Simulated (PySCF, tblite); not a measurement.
C8H9O (doublet state).
SMILES with atom numbers: `[CH3:1][CH2:2][O:3][C@@:4]12[CH:5]=[CH:6][C:7]3[C@@H:8]1[C@@H:9]23` (hydrogens: H10, H11, H12 on C1; H13, H14 on C2; H15 on C5; H16 on C6; H17 on C8; H18 on C9)

Cartesian coordinates in Å at the GFN2-xTB level; atoms count from 1:
```xyz
18
C8H9O angstrom
C      2.1067   -0.7441    0.3984
C      1.7708    0.3971   -0.5541
O      0.6885    1.2052   -0.1179
C     -0.5272    0.5700   -0.0020
C     -0.9962   -0.0552    1.2786
C     -2.2258   -0.5122    1.0349
C     -2.4604   -0.1514   -0.3817
C     -1.7473    1.1149   -0.7428
C     -1.1875   -0.1789   -1.1670
H      2.3141   -0.3541    1.3916
H      1.2767   -1.4442    0.4625
H      2.9842   -1.2726    0.0361
H      2.6105    1.0925   -0.6286
H      1.5570   -0.0040   -1.5544
H     -0.4212   -0.0830    2.1839
H     -2.9143   -1.0199    1.6783
H     -1.9791    2.0367   -1.2302
H     -0.8582   -0.5904   -2.0973
```

Jobs on this species (18 atoms, 65 electrons) with PySCF (density fitting) and tblite. Hardware of each: one thread of an Arm Neoverse V1, on a shared host. Other jobs ran on the host; a repeat could differ by tens of per cent or more.

```json
{"level and settings": "UKS B3LYP, pcH-1 on C H O, non-relativistic, mean-field spin-orbit, GIAO", "work": "unrestricted SCF, g, hyperfine, density and orbital grids written", "basis functions": "315", "SCF cycles": "?", "wall time": "?"}
{"level and settings": "GFN2-xTB", "work": "Hessian by finite differences", "basis functions": "–", "SCF cycles": "–", "wall time": "0.64 s"}
{"level and settings": "GFN2-xTB", "work": "L-BFGS relaxation", "basis functions": "–", "SCF cycles": "–", "wall time": "0.86 s"}
```

Fill in the missing figures.

- UKS B3LYP, pcH-1 on C H O, non-relativistic, mean-field spin-orbit, GIAO; unrestricted SCF, g, hyperfine, density and orbital grids written: 1.8 min, 14 SCF cycles

What do all jobs in the table cost together?

About 1.8 min; the longest takes about 99 % of that, and about 170 times as long as the shortest.
